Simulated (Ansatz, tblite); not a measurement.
Removing and adding an electron: the cluster NbO3H (the lowest singlet isomer of a short search). Total charge 0; singlet. Geometry: B3LYP-D4/def2-TZVP. Ansatz, gas phase; energy differences of separate SCF runs; the oxidised species was run as a doublet alone; the reduced species was run as a doublet alone.

```xyz
5

Nb   -0.232    0.693   -0.051
O     0.345    1.038    1.537
O     0.828    1.436   -1.193
O    -0.523   -1.183   -0.406
H    -0.419   -1.984    0.113
```

In the def2 sets Nb takes a core potential; there is no spin–orbit coupling. The xTB rows come from tblite. Correlated methods freeze 3 core orbitals; core or outer-core shells of Nb are correlated, in sets that lack core-valence functions. The structure comes from a short search, and lower isomers may exist.

```
               level  −HOMO (eV)  vertical IE (eV)  −LUMO (eV)  vertical EA (eV)  HOMO–LUMO gap (eV)  IE − EA (eV)                                                                                                              remarks
            GFN1-xTB       11.99             15.59        9.64              6.38                2.36          9.21                                                                                                                    –
            GFN2-xTB       13.14             17.06       12.03              8.05                1.11          9.01                                                                                                                    –
    PBE-D4/def2-TZVP        6.56             10.18        4.25                 –                2.31             –                                                                                                                    –
   PBE-D4/def2-TZVPD        6.64                 –        4.29              1.78                2.35             –                                                                                         HOMO above zero (-1 doublet)
 r2SCAN-D4/def2-TZVP        6.89             10.20        3.97                 –                2.92             –                                                                                                                    –
r2SCAN-D4/def2-TZVPD        6.93                 –        3.98              1.87                2.95             –                                                                                         HOMO above zero (-1 doublet)
   PBE0-D4/def2-TZVP        8.15             10.32        3.53                 –                4.63             –                                                                                                                    –
  PBE0-D4/def2-TZVPD        8.21                 –        3.55              1.93                4.66             –                                                                                                                    –
     CCSD/def2-TZVPP           –             10.27           –                 –                   –             –  large T1 (0.052) (+1 doublet), spin-contaminated (⟨S²⟩ 1.16) (+1 doublet), test for broken spin undecided (singlet)
  CCSD(T)/def2-TZVPP           –             10.41           –                 –                   –             –  large T1 (0.052) (+1 doublet), spin-contaminated (⟨S²⟩ 1.16) (+1 doublet), test for broken spin undecided (singlet)
```

Relaxing the oxidised species (B3LYP-D4/def2-TZVP) changes its energy by -0.28 eV at PBE-D4/def2-TZVP, so the adiabatic ionisation energy to this nearest minimum is 9.90 eV. At PBE0-D4/def2-TZVP it is 9.96 eV.  Run but left out: HF/def2-TZVPP, MP2/def2-TZVPP (charge +1 doublet: ⟨S²⟩ 1.16, where a pure state has 0.75).   A HOMO above zero means that the electron is unbound at that level or that self-interaction error raises the level; the energy of removing that electron tells which. Raw xTB energy differences between charge states are shifted by several eV; the methods need an empirical correction for them.
